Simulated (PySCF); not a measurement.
# Dipole moment and polarisability of `C=C[SiH2][SiH2][SiH3]`

C2H10Si3.
SMILES with atom numbers: `[CH2:1]=[CH:2][SiH2:3][SiH2:4][SiH3:5]` (hydrogens: H6, H7 on C1; H8 on C2; H9, H10 on Si3; H11, H12 on Si4; H13, H14, H15 on Si5)

Cartesian coordinates in Å at the PBE0-D3(BJ)/def2-SVP level; atoms count from 1:
```xyz
15
C2H10Si3 angstrom
C     -3.4668    0.0747   -0.6023
C     -2.5821   -0.6658    0.0755
Si    -1.0341    0.0283    0.8647
Si     0.8865   -0.7002   -0.2756
Si     2.8247    0.1626    0.7216
H     -3.3521    1.1587   -0.7147
H     -4.3516   -0.3662   -1.0753
H     -2.7562   -1.7478    0.1483
H     -0.9204   -0.4146    2.2912
H     -1.0908    1.5240    0.8277
H      0.9411   -2.1982   -0.2530
H      0.8186   -0.2589   -1.7059
H      2.7925    1.6577    0.6750
H      4.0600   -0.3126    0.0249
H      2.8874   -0.2657    2.1538
```

Level: CAM-B3LYP/def2-SVPD (PySCF), static field, nuclei fixed, core orbitals frozen in the response. The polarisability tensor in these axes (au):

```
x   153.13  -1.61  11.91
y    -1.61  99.49   1.48
z    11.91   1.48 101.50
```

Question: Diagonalise the tensor; give its mean and Δα, where Δα² is half the sum of the squared differences of the eigenvalues.

Answer: Principal values 97.36, 100.98 and 155.78 au; mean 118.04 au = 17.49 Å³ = 19.46 × 10⁻⁴⁰ C²·m²/J; Δα = 56.69 au (48 % of the mean).

Question: What is the dipole moment, and where does it point?

Answer: (-0.77, -0.17, -0.33) D, 0.85 D in size, pointing from the negative to the positive side. Measured along this direction, the outermost atoms are H14 at the negative end and H7 at the positive end.

Question: What are the principal values of the traceless quadrupole moment, Θ = ½Σq(3rr − r²1), about the centre of nuclear charge?

Answer: -3.96, 1.19, 2.77 D·Å. The values depend on the origin, since the dipole doesn't vanish. The electronic extent ⟨r²⟩ about the same centre is 1480 bohr², a root-mean-square distance of 2.55 Å for the 64 electrons.

Question: Give the principal axes and the span of the nuclei along them.

Answer: Largest value along (0.98, -0.02, 0.21), where the nuclei span 8.45 Å; middle along (-0.12, 0.76, 0.64), 3.77 Å; least along (-0.18, -0.65, 0.74), 3.37 Å. The response follows the extents in order.

Question: Refractivity n − 1 of an ideal gas of it at 400 K and 1 atm, from the electronic α?

Answer: N = p/kT = 1.8347 × 10¹⁹ cm⁻³, so n − 1 = 2π × N × 17.49 × 10⁻²⁴ cm³ = 2016 × 10⁻⁶ at long wavelengths, for an ideal gas.

Geometry: PBE0-D3(BJ)/def2-SVP, one conformer, isolated molecule.
